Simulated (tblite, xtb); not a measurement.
C3H9BO3, charge +1, doublet, geometry from GFN2-xTB (a state made from the parent by changing its charge; the spin is typed, not shown lowest). Base run: GFN1-xTB in xtb 6.7.1.

Here is a job for xtb.
```
$ xtb mol.xyz --gfn 1 --chrg 1 --uhf 1 --json

# file mol.xyz
16

B      0.00567934    -0.00429445     0.00143635
O      0.81387960     0.96705062     0.51017150
C      0.83120986     2.30819714     0.14169848
H      0.66266147     2.91315135     1.04456416
H      1.84844245     2.55815838    -0.19393716
H      0.09777583     2.54491792    -0.62957265
O      0.10173792    -1.28178914     0.46415876
C      0.97107655    -1.74423266     1.44674937
H      0.37109627    -2.20133857     2.24727767
H      1.56503160    -2.56514410     1.01911883
H      1.61702603    -0.96049626     1.84334560
O     -0.89861146     0.30188995    -0.97023060
C     -1.78464909    -0.57682729    -1.58448765
H     -1.70271370    -1.59547004    -1.20438019
H     -2.80373653    -0.18643051    -1.44793124
H     -1.60112840    -0.54629458    -2.66856327
```

Programs used: tblite, xtb; a row that names a program was run with it.

The base run was repeated with changes; each row names its change, and settings that it needs were set with it.

| change | ΔE vs base (kcal/mol) | G_solv (kcal/mol) | SCF cycles |
|---|---|---|---|
| base | 0.000 | - | 16 |
| alpb = dmf | -46.16 | -46.38 | 14 |
| alpb = thf | -43.00 | -43.29 | 14 |
| gbsa = methanol | -47.86 | -48.15 | 14 |
| program = tblite; method = gfn1; option = --grad | 0.000 | - | - |
| gbsa = water | -45.31 | -45.64 | 12 |
| acc = 1000 | 0.039 | - | 11 |
| alpb = methanol | -46.09 | -46.34 | 13 |
| program = tblite; method = gfn1; option = --spin-polarized | -1.13 | - | - |
| etemp = 5000 | -18.81 | - | 11 |
| program = tblite; method = gfn1; option = (--alpb, water) | -42.57 | - | - |

ALPB and GBSA are two models with their own fitted parameters for each solvent, which aren't always the measured dielectric constant.
